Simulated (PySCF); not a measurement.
Gas-phase reaction: SnH4 + SH = SnS + 5 H

Computed with PySCF and rigid-rotor harmonic-oscillator thermochemistry at 1 bar. † marks an energy on the PBE0/def2-TZVP geometry and frequencies. Open shells (unrestricted): SH (multiplicity 2), H (multiplicity 2); the rest are closed-shell singlets. Spin-orbit splitting is ignored; it lowers the true energy and changes the entropy of SH. B3LYP is the form with VWN-RPA correlation. Sn: scalar-relativistic def2 core potential, no spin-orbit coupling.

PBE0/def2-QZVP† gives ΔH°(298 K) = 878 kJ.

Question: What do r2SCAN/def2-TZVP†, HF/def2-TZVP†, B3LYP/def2-TZVP† give?

Answer: r2SCAN/def2-TZVP†: 893 kJ; HF/def2-TZVP†: 740 kJ; B3LYP/def2-TZVP†: 906 kJ. For scale, ΔH°(298 K) is 878 kJ at this level, 917 kJ at ωB97M-V/def2-TZVP†, and runs from 740 to 1068 kJ over the 18 levels computed.
